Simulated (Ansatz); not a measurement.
Geometry optimisation, Ansatz, RKS PBE/def2-SVP.

Input:

```yaml
crystal:
  periodic: [false, false, false]
  atoms:
    - { symbol: "N", position_ang: [-1.6598, 0.3712, 0.1428] }
    - { symbol: C, position_ang: [-0.7434, -0.0756, 1.0973] }
    - { symbol: Ga, position_ang: [1.2537, 0.0796, -0.0453] }
    - { symbol: "N", position_ang: [1.3416, -1.3312, -1.0299] }
    - { symbol: O, position_ang: [1.7252, 1.2714, 0.348] }
    - { symbol: H, position_ang: [-1.408, 1.3942, -0.1456] }
    - { symbol: H, position_ang: [-1.589, -0.1754, -0.7201] }
    - { symbol: H, position_ang: [-0.7362, 0.5714, 2.0073] }
    - { symbol: H, position_ang: [-0.9731, -1.106, 1.4122] }
    - { symbol: H, position_ang: [0.8832, -0.7234, -1.7514] }
    - { symbol: H, position_ang: [0.5821, -2.1295, -0.8879] }
    - { symbol: H, position_ang: [1.4007, 1.7982, -0.3934] }
basis:
  gaussian: { orbitals: def2-SVP }
hamiltonian:
  xc: pbe
relax:
  f_tol: 0.02
  max_steps: 40
scf:
  lower_state_search: "off"
output:
  orbitals: {}
```

Command:

```bash
$ ansatz run input.yaml --threads 4 --pin off --max-ram 5120MiB --backend cpu --events-out ev --progress --plain --runs-dir out
```

Question: Where does it end, and by what steps?

Answer: The forces met the threshold. The force dipped under the threshold on the way, but the program's further checks kept it going. After 36 steps the energy has fallen by 9.292 eV; H10 moved furthest, 1.83 Å. The start is strongly strained (largest force component 35 eV/Å).

| step | energy less start (eV) | largest force component (eV/Å) | accepted |
| --- | --- | --- | --- |
| 0 | 0.0000 | 34.808 | yes |
| 2 | -8.3989 | 2.472 | yes |
| 4 | -8.9188 | 0.441 | yes |
| 6 | -8.8539 | 3.479 | no |
| 8 | -9.1260 | 0.388 | yes |
| 10 | -9.2060 | 0.266 | yes |
| 12 | -9.2386 | 0.163 | yes |
| 14 | -9.2565 | 0.173 | yes |
| 16 | -9.2604 | 0.067 | yes |
| 18 | -9.2652 | 0.144 | yes |
| 20 | -9.2703 | 0.153 | yes |
| 22 | -9.2765 | 0.201 | yes |
| 24 | -9.2820 | 0.156 | yes |
| 26 | -9.2873 | 0.086 | yes |
| 28 | -9.2884 | 0.231 | no |
| 30 | -9.2906 | 0.037 | yes |
| 32 | -9.2912 | 0.021 | yes |
| 34 | -9.2915 | 0.021 | yes |
| 36 | -9.2916 | 0.013 | yes |

```xyz
12
Properties=species:S:1:pos:R:3
N -1.898 0.925 0.942
C -1.088 -0.293 0.865
Ga 0.552 -0.157 -0.280
N 1.753 -1.405 -0.896
O 0.783 1.549 -0.882
H -1.318 1.708 1.272
H -2.188 1.210 -0.003
H -0.778 -0.595 1.889
H -1.713 -1.133 0.496
H 2.618 -1.166 -1.386
H 1.797 -2.355 -0.522
H 1.557 1.656 -1.462
```

Whether the end is a true minimum wasn't checked by a vibrational analysis.

The run took 67 s on 4 threads of Arm Neoverse N1, with other jobs on the host, peak memory 0.17 GiB.
